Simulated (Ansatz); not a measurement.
`[CH3][Nb](=[NH])([F])[Cl]` + NH₃ → `[CH3][Nb](=[NH])([NH2])[F]` + HCl at 700 K and 1 bar (ligand exchange at the Nb–Cl bond).

Gas-phase electronic energies from Ansatz, PBE0-D4/def2-TZVP geometries. CCSD(T)/CBS is the MP2 limit (def2-TZVPP, def2-QZVPP) plus CCSD(T) − MP2 in def2-TZVPP, frozen cores. This one scheme is used for every species. Elements past krypton have def2 core potentials. For Nb outer-core shells are correlated without core-valence functions, which leaves a few kJ/mol of doubt a bond. One conformer a species, not always the lowest.

| species | CCSD(T)/CBS energy (Eh) | H − E (kJ/mol) | S (J/(mol·K)) |
| --- | --- | --- | --- |
| `[CH3][Nb](=[NH])([F])[Cl]` | -711.80026 | 216.5 | 487.9 |
| NH₃ | -56.50880 | 116.9 | 226.5 |
| `[CH3][Nb](=[NH])([NH2])[F]` | -307.89909 | 289.3 | 502.8 |
| HCl | -460.38127 | 38.4 | 211.8 |

H − E and S are ideal-gas, rigid-rotor, harmonic terms from PBE0-D4/def2-TZVP, for one conformer and one mirror image of each species. 1 Eh = 2625.50 kJ/mol, R = 8.31446 J/(mol·K).

Task: By hand: ΔE, ΔH, ΔS and ΔG.

Result: ΔE = (-307.89909) + (-460.38127) − (-711.80026) − (-56.50880) = 0.02870 Eh = 75.4 kJ/mol. Δ(H − E) = 289.3 + 38.4 − 216.5 − 116.9 = -5.7, so ΔH = 69.7 kJ/mol. ΔS = 502.8 + 211.8 − 487.9 − 226.5 = 0.2 J/(mol·K). ΔG = 69.7 − 700 × (0.2)/1000 = 69.6 kJ/mol.

Task: By hand: the equilibrium constant, and the temperature at which ΔG would vanish if ΔH and ΔS stayed fixed.

Result: log₁₀ K = −ΔG/(RT ln 10) = -5.2. ΔG = 0 at ΔH/ΔS = 348500 K, far beyond where these terms or the molecules hold.

The number of gas molecules stays the same, so ΔS is small and ΔH decides. A doubt of 5 kJ/mol in ΔE shifts log₁₀ K by 0.4 here. Other conformers and mirror images would add mixing entropy, several J/(mol·K) or more a flexible species. These are equilibria of isolated gas molecules and say nothing of rates. Largest T1 diagnostic: 0.020 (customary marks: 0.02 for closed shells, 0.045 for open ones).
